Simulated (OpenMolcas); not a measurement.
Levels of Br²⁺ by method

| Property | Result |
| --- | --- |
| Program | OpenMolcas 26.06 |
| Basis | ANO-RCC-VDZP [5s4p2d] |
| Scalar Hamiltonian | DKH2, point nucleus |
| Active space | 3 electrons in 3 orbitals (4p) |
| State averaging | 2S+1 = 4 odd, 1 root; 2S+1 = 2 odd, 8 roots |
| Spin-orbit coupling | RASSI with atomic mean-field integrals over the reference wave functions, term energies averaged over their components |

Methods on the same reference wave functions:
A. CASSCF
B. SS-CASPT2, IPEA 0.25 Eh, imaginary shift 0.1 Eh (closed shells correlated: 3d 4s)

Energies in cm-1 above 4s2 4p3 4S* 3/2, the measured ground level; measured values from Moore, Atomic Energy Levels, vol. II, NSRDS-NBS 35 (1971 reprint of NBS Circular 467, 1952).

| Level | A | B | Measured |
| --- | --- | --- | --- |
| 4s2 4p3 4S* 3/2 | 0.0 | 0.0 | 0.0 |
| 4s2 4p3 2D* 3/2 | 19819 | 18310 |  |
| 4s2 4p3 2D* 5/2 | 20571 | 19160 |  |
| 4s2 4p3 2P* 1/2 | 34002 | 30820 | 26915 |
| 4s2 4p3 2P* 3/2 | 35021 | 31960 | 28579 |

Deviations, from unrounded energies. A percentage is the sum of absolute deviations over the sum of measured energies, with the sign that they share, or ± where signs differ.

| Against measurement | Levels | A | B |
| --- | --- | --- | --- |
| mean absolute deviation (cm-1) | 2 | 6800 | 3600 |
| other terms of the ground configuration (%) | 2 | +24.4 | +13.1 |

B lies closest to measurement on these levels. The largest miss of B in the table is 4s2 4p3 2P* 1/2, by +3900 cm-1. The ranking rests on the paired levels alone, and a cruder setting can come out closer through cancelling errors.

From A to B the spin-free energies of the other terms of 4s2 4p3 shown, above 4S*, scale by factors of 0.90 to 0.93.

The lowest spin-free term lies below A's lowest term by 0.067 hartree in B.

CASPT2 does not keep the components of a term degenerate, so their means are used; among the terms shown or strongly mixed into the levels shown the widest spread is 290 cm-1 (4s2 4p3 2D*, B). With the s shell closed, the reference lacks s² → p² mixing. Computed and measured levels are paired by configuration, term and J; levels that our copy of the source lacks, or whose pairing is in doubt (as where it misses far off the trend of its configuration), stay unpaired and out of the deviations. Levels of configurations outside the active space are missing.

* marks odd parity.
